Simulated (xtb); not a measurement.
C2H6AlF, triplet, from a rough starting geometry (GFN-xTB shapes and energies of metal compounds can be far from the true ones) (a higher spin typed on purpose: for a closed-shell molecule this is an excited state); xtb 6.7.1 with GFN2-xTB.

Input for xtb:
```
$ xtb mol.xyz --gfn 2 --uhf 2 --opt vtight --json

# file mol.xyz
10

Al    -0.37774097     0.28928437    -0.38813428
C      1.45562554     0.04508969    -1.14098918
H      1.81626482    -0.92618614    -0.90093208
H      2.13673325     0.78830429    -0.65488318
H      1.46827915     0.21462334    -2.17860994
C     -1.08996198    -0.30380321     1.36888905
H     -1.63815865    -1.24946506     1.28874690
H     -1.80519361     0.48309408     1.77440224
H     -0.32659695    -0.49806916     2.14714920
F     -1.45449584     1.12439671    -1.32696257
```

Q: Write the output that xtb gives for this input, abridged.

A: 
```
   ID    Z sym.   atoms
    1   13 Al     1
    2    6 C      2, 6
    3    1 H      3-5, 7-9
    4    9 F      10

           -------------------------------------------------
          |                Calculation Setup                |
           -------------------------------------------------

           -------------------------------------------------
          |                 G F N 2 - x T B                 |
           -------------------------------------------------

          ...................................................
          :                      SETUP                      :
          :.................................................:
          :  # basis functions                  28          :
          :  # atomic orbitals                  27          :
          :  # shells                           15          :
          :  # electrons                        24          :
          :  max. iterations                   250          :
          :  Hamiltonian                  GFN2-xTB          :
          :  restarted?                      false          :
          :  GBSA solvation                  false          :
          :  PC potential                    false          :
          :  electronic temp.          300.0000000     K    :
          :  accuracy                    1.0000000          :
          :  -> integral cutoff          0.2500000E+02      :
          :  -> integral neglect         0.1000000E-07      :
          :  -> SCF convergence          0.1000000E-05 Eh   :
          :  -> wf. convergence          0.1000000E-03 e    :
          :  Broyden damping             0.4000000          :
          :  net charge                          0          :
          :  unpaired electrons                  2          :
          ...................................................

 iter      E             dE          RMSdq      gap      omega  full diag
   1    -13.1364189 -0.131364E+02  0.737E+00    0.60       0.0  T
   2    -13.1425661 -0.614717E-02  0.658E+00    1.16       1.0  T
   3    -13.1274425  0.151236E-01  0.536E+00    1.49       1.0  T
   4    -13.1460734 -0.186309E-01  0.272E+00    1.79       1.0  T
   5    -13.1659316 -0.198581E-01  0.627E-01    1.94       1.0  T
   6    -13.1653231  0.608470E-03  0.530E-01    1.90       1.0  T
   7    -13.1660470 -0.723948E-03  0.369E-01    1.86       1.0  T
   8    -13.1666441 -0.597076E-03  0.107E-01    1.82       1.0  T
[...]
 * total energy  :   -13.0649163 Eh     change       -0.8764404E-05 Eh
 * total energy  :   -13.0649233 Eh     change       -0.7022577E-05 Eh
 * total energy  :   -13.0649254 Eh     change       -0.2009825E-05 Eh
 * total energy  :   -13.0649280 Eh     change       -0.2690562E-05 Eh
 * total energy  :   -13.0649308 Eh     change       -0.2779102E-05 Eh
 * total energy  :   -13.0649347 Eh     change       -0.3861109E-05 Eh
 * total energy  :   -13.0649362 Eh     change       -0.1480495E-05 Eh
 * total energy  :   -13.0649370 Eh     change       -0.8590263E-06 Eh
 * total energy  :   -13.0649374 Eh     change       -0.4052682E-06 Eh
 * total energy  :   -13.0649376 Eh     change       -0.1529197E-06 Eh
 * total energy  :   -13.0649377 Eh     change       -0.1225391E-06 Eh
 * total energy  :   -13.0649378 Eh     change       -0.4965508E-07 Eh
   *** GEOMETRY OPTIMIZATION CONVERGED AFTER 45 ITERATIONS ***
         :: total energy             -13.064937759217 Eh    ::
[...]
     5   1 H        0.925     0.065     2.140     2.288
     6   6 C        3.505    -0.160    25.372     7.461
     7   1 H        0.925     0.065     2.140     2.288
     8   1 H        0.925     0.065     2.140     2.288
     9   1 H        0.925     0.053     2.277     2.360
    10   9 F        0.672    -0.321    12.586     4.188

 Mol. C6AA /au·bohr⁶  :       1148.597693
 Mol. C8AA /au·bohr⁸  :      45776.467532
 Mol. α(0) /au        :         61.412791

Wiberg/Mayer (AO) data.
largest (>0.10) Wiberg bond orders for each atom

 ---------------------------------------------------------------------------
     #   Z sym  total        # sym  WBO       # sym  WBO       # sym  WBO
 ---------------------------------------------------------------------------
     1  13 Al   2.697 --    10 F    1.164     6 C    0.659     2 C    0.657
     2   6 C    3.705 --     3 H    0.956     4 H    0.953     5 H    0.953
                             1 Al   0.657     6 C    0.149
     3   1 H    0.997 --     2 C    0.956
     4   1 H    0.995 --     2 C    0.953
     5   1 H    0.995 --     2 C    0.953
     6   6 C    3.706 --     9 H    0.955     8 H    0.953     7 H    0.953
                             1 Al   0.659     2 C    0.149
     7   1 H    0.995 --     6 C    0.953
     8   1 H    0.995 --     6 C    0.953
     9   1 H    0.997 --     6 C    0.955
    10   9 F    1.213 --     1 Al   1.164
 ---------------------------------------------------------------------------

Topologies differ in total number of bonds
Writing topology from bond orders to xtbtopo.mol

molecular dipole:
                 x           y           z       tot (Debye)
 q only:        0.595      -0.577       0.521
   full:        0.630      -0.612       0.552       2.638
molecular quadrupole (traceless):
                xx          xy          yy          xz          yz          zz
 q only:        0.445       1.814      -1.119      -3.023       1.166       0.674
  q+dip:        0.954       2.011      -2.056      -4.442       0.933       1.102
   full:        0.485       2.640      -1.365      -4.054       1.802       0.880

optimized geometry written to: xtbopt.xyz

           -------------------------------------------------
          | TOTAL ENERGY              -13.064937759217 Eh   |
          | GRADIENT NORM               0.000061554190 Eh/α |
          | HOMO-LUMO GAP               2.472702252929 eV   |
           -------------------------------------------------
```
